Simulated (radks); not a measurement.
Results of a calculation; reference values are marked as such.
Effect of the nuclear size on the vanadium ion V+, [Ar] 3d4. Level of theory: Dirac Kohn-Sham, BLYP, spin-unpolarised, spherical densities, finite nucleus; open shells are shared between the two j in proportion to 2j + 1; Fermi nuclear charge, rms radius 3.6002 fm (a radial shooting solver on a logarithmic mesh with Libxc functionals). The rms radius is varied about that value; shifts are against it.

rms radius (fm),total energy shift (eV),density at nucleus (e/bohr^3),1s1/2 shift (meV),2s1/2 shift (meV),3s1/2 shift (meV)
3.0854,-0.0158,9936,-6.72,-0.578,-0.082
3.2654,-0.0106,9917,-4.48,-0.386,-0.054
3.6002,0,9884,0.000,0.000,0.000
3.9242,0.0112,9856,4.74,0.408,0.058
4.043,0.0155,9846,6.58,0.566,0.080

Slopes of the eigenvalues against <r^2> in GHz/fm^2, as finite differences over the two radii next to the reference (eigenvalue slopes, not the field-shift constants of lines): 1s1/2 471, 2s1/2 40.5, 3s1/2 5.71.
